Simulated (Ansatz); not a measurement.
Ansatz (an electronic-structure program) input (B3LYP/6-31G* with LANL2DZ past Ar): The .json file joins the Basis Set Exchange's 6-31G* for atoms up to Ar and LANL2DZ past it.

Ansatz 0.2 input:
```yaml
crystal:
  periodic: [false, false, false]
  atoms:
    - {symbol: Ag, position_ang: [-0.00000000, -0.00000000, -0.69153267]}
    - {symbol: Cl, position_ang: [0.00000000, 0.00000000, 1.91188444]}
basis:
  gaussian:
    orbitals: 6-31Gs+LANL2DZ.json
hamiltonian:
  xc: {name: B3LYP}
total_charge: 1
magnetization: {spin_polarized: true, initial_magnetization: 1}
phonons: {temperatures: {t_min: 298.15, t_max: 298.15, t_step: 100}}
```

Q: Which harmonic wavenumbers does it give?

A: 163 cm⁻¹ (unscaled; negative means imaginary).
